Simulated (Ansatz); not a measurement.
A short molecular-dynamics run on FH3OSi2.

```yaml
crystal:
  periodic: [false, false, false]
  atoms:
    - {symbol: F, position_ang: [-0.918330, -1.953605, 0.981416]}
    - {symbol: Si, position_ang: [-0.284986, -1.581119, -0.452863]}
    - {symbol: O, position_ang: [0.064267, 0.032135, -0.407072]}
    - {symbol: Si, position_ang: [0.417957, 1.475869, 0.217135]}
    - {symbol: H, position_ang: [-1.443265, -1.666654, -1.405365]}
    - {symbol: H, position_ang: [0.823333, 1.421818, 1.646949]}
    - {symbol: H, position_ang: [1.402423, 2.203456, -0.625901]}
basis:
  gaussian: {orbitals: "6-31G*"}
hamiltonian: {xc: {name: revPBE}, dispersion: d4}
md: {timestep: 1 fs, n_steps: 20, ensemble: nve, temperature: 700, initial_velocities: maxwell_boltzmann, seed: 784}
```

```sh
$ ansatz run in.yaml --threads 2 --pin off --events-out ev --progress --plain --max-ram 4352MiB
```

| step | time (fs) | potential energy (eV) | kinetic (eV) | T (K) | conserved (eV) |
| --- | --- | --- | --- | --- | --- |
| 0 | 0.0 | -20562.7764 | 0.4524 | 700 | -20562.3240 |
| 1 | 1.0 | -20562.7362 | 0.4131 | 639 | -20562.3231 |
| 2 | 2.0 | -20562.6717 | 0.3507 | 543 | -20562.3210 |
| 3 | 3.0 | -20562.6166 | 0.2973 | 460 | -20562.3193 |
| 4 | 4.0 | -20562.5960 | 0.2763 | 427 | -20562.3198 |
| 5 | 5.0 | -20562.6034 | 0.2818 | 436 | -20562.3216 |
| 6 | 6.0 | -20562.6115 | 0.2888 | 447 | -20562.3227 |
| 7 | 7.0 | -20562.6020 | 0.2796 | 433 | -20562.3224 |
| 8 | 8.0 | -20562.5776 | 0.2562 | 396 | -20562.3214 |
| 9 | 9.0 | -20562.5525 | 0.2321 | 359 | -20562.3204 |
| 10 | 10.0 | -20562.5411 | 0.2212 | 342 | -20562.3199 |
| 11 | 11.0 | -20562.5511 | 0.2312 | 358 | -20562.3199 |
| 12 | 12.0 | -20562.5824 | 0.2621 | 406 | -20562.3203 |
| 13 | 13.0 | -20562.6285 | 0.3074 | 476 | -20562.3211 |
| 14 | 14.0 | -20562.6768 | 0.3547 | 549 | -20562.3221 |
| 15 | 15.0 | -20562.7113 | 0.3881 | 601 | -20562.3232 |
| 16 | 16.0 | -20562.7161 | 0.3923 | 607 | -20562.3238 |
| 17 | 17.0 | -20562.6840 | 0.3608 | 558 | -20562.3232 |
| 18 | 18.0 | -20562.6273 | 0.3062 | 474 | -20562.3211 |
| 19 | 19.0 | -20562.5781 | 0.2589 | 401 | -20562.3192 |
| 20 | 20.0 | -20562.5638 | 0.2442 | 378 | -20562.3196 |

Velocities are drawn at the set temperature; a run this short doesn't reach equilibrium.

Frames (Å, forces in eV/Å):

```xyz
7
time=0.0 fs
F    -0.918   -1.954    0.981   -0.323   -0.299    0.907
Si   -0.285   -1.581   -0.453    0.235   -0.748   -0.605
O     0.064    0.032   -0.407   -0.025   -0.278   -0.591
Si    0.418    1.476    0.217   -0.143    1.215    0.413
H    -1.443   -1.667   -1.405   -0.161    0.012   -0.264
H     0.823    1.422    1.647    0.161   -0.019    0.281
H     1.402    2.203   -0.626    0.256    0.117   -0.141
7
time=1.0 fs
F    -0.914   -1.953    0.974   -0.492   -0.421    1.358
Si   -0.291   -1.583   -0.450    1.029   -0.341   -0.519
O     0.072    0.033   -0.407   -0.188   -0.657   -0.645
Si    0.415    1.479    0.218   -0.119    1.183    0.575
H    -1.422   -1.681   -1.369   -0.710   -0.009   -0.762
H     0.825    1.418    1.654    0.130    0.006    0.169
H     1.417    2.160   -0.632    0.350    0.239   -0.175
7
time=2.0 fs
F    -0.910   -1.952    0.968   -0.657   -0.541    1.806
Si   -0.297   -1.585   -0.447    1.763    0.058   -0.490
O     0.080    0.034   -0.408   -0.347   -0.993   -0.684
Si    0.412    1.482    0.218   -0.027    1.175    0.688
H    -1.407   -1.695   -1.340   -1.201   -0.038   -1.203
H     0.827    1.414    1.663    0.092    0.029    0.035
H     1.435    2.119   -0.639    0.376    0.310   -0.152
7
time=3.0 fs
F    -0.906   -1.952    0.962   -0.812   -0.652    2.228
Si   -0.302   -1.587   -0.444    2.240    0.408   -0.650
O     0.088    0.035   -0.409   -0.494   -1.265   -0.703
Si    0.409    1.485    0.219    0.136    1.179    0.722
H    -1.404   -1.710   -1.323   -1.447   -0.053   -1.434
H     0.831    1.410    1.672    0.052    0.050   -0.096
H     1.456    2.081   -0.648    0.325    0.333   -0.068
7
time=4.0 fs
F    -0.902   -1.952    0.958   -0.951   -0.747    2.598
Si   -0.306   -1.589   -0.441    2.333    0.673   -1.066
O     0.096    0.034   -0.411   -0.623   -1.457   -0.699
Si    0.406    1.489    0.221    0.351    1.173    0.671
H    -1.415   -1.725   -1.319   -1.330   -0.034   -1.362
H     0.835    1.407    1.681    0.014    0.067   -0.205
H     1.481    2.046   -0.658    0.207    0.325    0.063
7
time=5.0 fs
F    -0.900   -1.952    0.954   -1.064   -0.820    2.889
Si   -0.310   -1.590   -0.439    2.076    0.838   -1.672
O     0.103    0.033   -0.412   -0.731   -1.561   -0.672
Si    0.404    1.494    0.222    0.587    1.135    0.546
H    -1.438   -1.741   -1.329   -0.899    0.025   -1.028
H     0.839    1.404    1.687   -0.017    0.079   -0.280
H     1.508    2.014   -0.667    0.047    0.305    0.216
7
time=6.0 fs
F    -0.897   -1.953    0.953   -1.143   -0.868    3.078
Si   -0.313   -1.592   -0.438    1.633    0.916   -2.303
O     0.110    0.031   -0.415   -0.813   -1.577   -0.624
Si    0.401    1.498    0.224    0.811    1.051    0.370
H    -1.470   -1.756   -1.348   -0.326    0.105   -0.571
H     0.843    1.402    1.691   -0.040    0.086   -0.313
H     1.535    1.985   -0.673   -0.122    0.287    0.363
7
time=7.0 fs
F    -0.895   -1.954    0.953   -1.179   -0.887    3.150
Si   -0.315   -1.593   -0.437    1.162    0.932   -2.807
O     0.116    0.028   -0.418   -0.868   -1.515   -0.559
Si    0.399    1.504    0.226    0.994    0.916    0.166
H    -1.505   -1.771   -1.373    0.219    0.185   -0.127
H     0.847    1.401    1.691   -0.054    0.087   -0.304
H     1.561    1.959   -0.677   -0.274    0.281    0.481
7
time=8.0 fs
F    -0.894   -1.956    0.954   -1.167   -0.876    3.096
Si   -0.317   -1.593   -0.437    0.745    0.905   -3.101
O     0.121    0.023   -0.421   -0.895   -1.385   -0.482
Si    0.397    1.509    0.227    1.118    0.736   -0.047
H    -1.538   -1.783   -1.399    0.647    0.248    0.230
H     0.850    1.401    1.689   -0.059    0.084   -0.255
H     1.584    1.935   -0.676   -0.391    0.289    0.559
7
time=9.0 fs
F    -0.893   -1.958    0.957   -1.106   -0.839    2.922
Si   -0.319   -1.594   -0.438    0.403    0.845   -3.169
O     0.127    0.019   -0.424   -0.896   -1.202   -0.400
Si    0.395    1.515    0.229    1.176    0.521   -0.254
H    -1.565   -1.793   -1.422    0.940    0.290    0.482
H     0.852    1.402    1.684   -0.055    0.074   -0.172
H     1.603    1.914   -0.669   -0.461    0.310    0.590
7
time=10.0 fs
F    -0.893   -1.961    0.962   -1.001   -0.777    2.641
Si   -0.320   -1.594   -0.440    0.123    0.757   -3.033
O     0.131    0.013   -0.427   -0.873   -0.979   -0.316
Si    0.394    1.521    0.231    1.163    0.285   -0.438
H    -1.583   -1.801   -1.442    1.114    0.312    0.638
H     0.854    1.403    1.678   -0.046    0.060   -0.065
H     1.618    1.897   -0.657   -0.479    0.341    0.573
7
time=11.0 fs
F    -0.894   -1.964    0.967   -0.860   -0.696    2.272
Si   -0.322   -1.593   -0.444   -0.106    0.649   -2.726
O     0.135    0.007   -0.431   -0.827   -0.729   -0.237
Si    0.393    1.527    0.232    1.081    0.038   -0.585
H    -1.590   -1.805   -1.455    1.188    0.316    0.714
H     0.856    1.405    1.671   -0.034    0.042    0.053
H     1.629    1.882   -0.639   -0.442    0.379    0.508
7
time=12.0 fs
F    -0.895   -1.967    0.974   -0.695   -0.603    1.841
Si   -0.323   -1.593   -0.448   -0.282    0.526   -2.282
O     0.139    0.000   -0.435   -0.761   -0.460   -0.163
Si    0.393    1.533    0.234    0.937   -0.209   -0.679
H    -1.586   -1.807   -1.461    1.173    0.304    0.717
H     0.857    1.407    1.664   -0.024    0.022    0.167
H     1.635    1.871   -0.617   -0.348    0.421    0.399
7
time=13.0 fs
F    -0.896   -1.970    0.982   -0.517   -0.502    1.372
Si   -0.325   -1.592   -0.453   -0.389    0.397   -1.723
O     0.142   -0.007   -0.439   -0.674   -0.180   -0.096
Si    0.393    1.539    0.235    0.739   -0.450   -0.707
H    -1.571   -1.805   -1.460    1.065    0.273    0.642
H     0.858    1.410    1.660   -0.022    0.001    0.257
H     1.638    1.864   -0.590   -0.203    0.462    0.254
7
time=14.0 fs
F    -0.897   -1.974    0.991   -0.337   -0.400    0.891
Si   -0.326   -1.592   -0.459   -0.397    0.275   -1.062
O     0.145   -0.014   -0.443   -0.569    0.104   -0.037
Si    0.393    1.544    0.236    0.506   -0.678   -0.666
H    -1.545   -1.801   -1.453    0.848    0.220    0.478
H     0.859    1.412    1.657   -0.031   -0.020    0.310
H     1.639    1.862   -0.562   -0.020    0.499    0.085
7
time=15.0 fs
F    -0.899   -1.978    1.000   -0.164   -0.300    0.418
Si   -0.328   -1.591   -0.465   -0.273    0.168   -0.301
O     0.147   -0.021   -0.447   -0.449    0.387    0.016
Si    0.394    1.550    0.237    0.268   -0.884   -0.568
H    -1.511   -1.795   -1.442    0.498    0.142    0.204
H     0.860    1.415    1.658   -0.054   -0.038    0.316
H     1.640    1.864   -0.532    0.174    0.525   -0.085
7
time=16.0 fs
F    -0.901   -1.983    1.009   -0.007   -0.205   -0.034
Si   -0.330   -1.590   -0.471    0.000    0.084    0.553
O     0.149   -0.028   -0.451   -0.318    0.665    0.065
Si    0.394    1.555    0.237    0.064   -1.061   -0.440
H    -1.473   -1.787   -1.428    0.010    0.037   -0.188
H     0.860    1.416    1.661   -0.090   -0.052    0.275
H     1.642    1.872   -0.503    0.340    0.533   -0.231
7
time=17.0 fs
F    -0.903   -1.987    1.019    0.130   -0.116   -0.451
Si   -0.332   -1.589   -0.477    0.387    0.017    1.451
O     0.151   -0.034   -0.455   -0.182    0.931    0.110
Si    0.395    1.560    0.237   -0.066   -1.198   -0.314
H    -1.434   -1.779   -1.417   -0.573   -0.086   -0.664
H     0.859    1.418    1.668   -0.132   -0.063    0.196
H     1.648    1.884   -0.476    0.437    0.515   -0.328
7
time=18.0 fs
F    -0.904   -1.991    1.028    0.243   -0.032   -0.826
Si   -0.334   -1.588   -0.482    0.765   -0.053    2.280
O     0.153   -0.040   -0.459   -0.048    1.180    0.152
Si    0.395    1.564    0.238   -0.095   -1.288   -0.221
H    -1.401   -1.772   -1.412   -1.121   -0.203   -1.119
H     0.857    1.419    1.676   -0.177   -0.071    0.093
H     1.658    1.902   -0.453    0.434    0.466   -0.361
7
time=19.0 fs
F    -0.906   -1.996    1.036    0.333    0.046   -1.153
Si   -0.336   -1.587   -0.487    0.948   -0.157    2.865
O     0.155   -0.045   -0.463    0.075    1.407    0.192
Si    0.396    1.568    0.238   -0.022   -1.327   -0.173
H    -1.379   -1.767   -1.417   -1.444   -0.278   -1.383
H     0.853    1.419    1.685   -0.216   -0.076   -0.016
H     1.672    1.923   -0.433    0.327    0.385   -0.332
7
time=20.0 fs
F    -0.907   -2.000    1.045    0.399    0.119   -1.430
Si   -0.337   -1.586   -0.490    0.802   -0.317    3.068
O     0.156   -0.050   -0.467    0.179    1.606    0.229
Si    0.396    1.572    0.238    0.126   -1.323   -0.170
H    -1.370   -1.765   -1.436   -1.402   -0.286   -1.322
H     0.847    1.418    1.693   -0.246   -0.079   -0.116
H     1.689    1.949   -0.416    0.142    0.279   -0.259
```

It took 24 s on 2 threads of an Arm Neoverse V2 on a shared host, with 0.13 GiB of host memory at the peak.
